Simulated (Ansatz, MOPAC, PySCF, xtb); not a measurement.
Diatomic ZnF+, closed-shell singlet (lowest of 2S+1 = 1, 3 at CCSD(T)/def2-TZVPP on PBE0 minima; our sources give no spin for the ground state, which may be another). No spin–orbit coupling. Zn is treated without relativity.

The constants come from a fifth-degree fit in 1/R (seven points, main isotopes). In def2 and cc sets the state is the lowest found near the PBE0 minimum, followed along R. The singlet is held restricted. HF and MP2 rows in def2 and cc sets belong to the determinant that coupled cluster picked by its CCSD energy.

The values were computed with Ansatz (Gaussian orbitals); MOPAC for AM1, PM3, PM7 (differences of heats of formation); PySCF for 3-21G rows, LANL2DZ rows; xtb for the GFN methods. 

```tsv
level	r_e (Å)	ω_e (cm⁻¹)	B_e (cm⁻¹)	α_e (cm⁻¹)
AM1	1.691	755	0.403	0.0018
PM3	1.705	707	0.396	0.0024
PM7	1.672	515	0.412	0.0013
GFN2-xTB	1.735	409	0.382	0.0048
HF/3-21G	1.683	830	0.406	0.0023
HF/def2-TZVPP	1.708	773	0.395	0.0025
HF/def2-QZVPP	1.705	786	0.396	0.0024
SVWN5/def2-TZVPP	1.695	726	0.400	0.0030
PBE/def2-TZVPP	1.730	678	0.385	0.0030
BP86/LANL2DZ	1.761	669	0.371	0.0030
r2SCAN/def2-TZVPP	1.710	721	0.394	0.0029
B97M-V/def2-TZVPP	1.708	717	0.395	0.0030
B3LYP/LANL2DZ	1.752	689	0.375	0.0030
B3LYP/def2-TZVPP	1.723	703	0.388	0.0029
PBE0/def2-TZVPP	1.712	722	0.393	0.0028
BHLYP/def2-TZVPP	1.707	748	0.395	0.0027
CAM-B3LYP/def2-TZVPP	1.708	734	0.394	0.0028
wB97X-V/def2-TZVPP	1.712	735	0.393	0.0027
wB97M-V/def2-TZVPP	1.714	729	0.392	0.0027
B2PLYP/def2-TZVPP	1.719	711	0.390	0.0029
MP2/def2-TZVPP	1.706	736	0.395	0.0028
MP2/def2-QZVPP	1.694	763	0.401	0.0028
MP2/CBS(def2-TZVPP, def2-QZVPP)	1.687	773	0.405	0.0029
SCS-MP2/def2-TZVPP	1.712	730	0.393	0.0028
SCS-MP2/def2-QZVPP	1.700	756	0.398	0.0028
CCSD/def2-TZVPP	1.710	736	0.394	0.0028
CCSD/def2-QZVPP	1.698	764	0.399	0.0028
CCSD(T)/def2-TZVPP	1.715	720	0.391	0.0029
CCSD(T)/def2-QZVPP	1.703	748	0.397	0.0029
CCSD(T)/CBS(def2-TZVPP, def2-QZVPP)	1.696	758	0.400	0.0030
```

Correlated levels freeze the inner cores; with def2 sets outer-core shells near the valence are correlated too. CBS: X⁻³ extrapolation of the correlation energy, Hartree–Fock from the larger set. Rows in 3-21G, LANL2DZ carry no dispersion term and start afresh at each structure; the Pople sets are all-electron and without relativity. LANL2DZ brings its own core potentials from Na on. The state that AM1, PM3, PM7 reach isn't checked; PM7 holds dispersion and hydrogen-bond terms.

Ansatz is an electronic-structure program.
